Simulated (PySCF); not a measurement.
**[Pb(HCN)]2+ at several levels of theory**

Computed with PySCF 2.14.0 (density fitting, no spin-orbit coupling) at the geometry relaxed with PBE0:

```xyz
4
[Pb(HCN)]2+ (singlet)
Pb    0.0000    0.0000   -0.2672
N     0.0000    0.0000    2.1005
C     0.0000    0.0000    3.2540
H     0.0000    0.0000    4.3526
```

```
level                                                       basis    state  HOMO (eV)  gap (eV)  charge on Pb1 (e)  dipole about the centre of mass (D)  largest force component (eV/Å)
 PBE0  Pb def2-SVP with ECP60, N def2-SVP, C def2-SVP, H def2-SVP  singlet     -21.45      7.17               1.70                                 6.10                            0.01
  PBE                                                    the same  singlet     -20.11      4.95               1.65                                 6.19                            1.44
M06-L                                                    the same  singlet     -20.22      5.61               1.72                                 6.02                            0.68
```

Charges are Mulliken's, which hang on the basis. The relaxation used the grid (50, 194), these runs (75, 302) or, all-electron (x2c bases, spin-free X2C Hamiltonian), (99, 590).

Problem. What does PBE0 with Pb def2-TZVP with ECP60, N def2-TZVP, C def2-TZVP, H def2-TZVP give here?

Solution. state singlet, HOMO (eV) -21.37, gap (eV) 7.08, charge on Pb1 (e) 1.70, dipole about the centre of mass (D) 6.12, largest force component (eV/Å) 0.84. Time: 3.2 s on 2 threads of Intel(R) Xeon(R) 6975P-C (Granite Rapids), on a shared host, from free ions and atoms.

In the first row's basis the gap widens with exact exchange: 5.0 to 5.6 eV for PBE, M06-L (none); 7.2 eV for PBE0 (a fixed share).
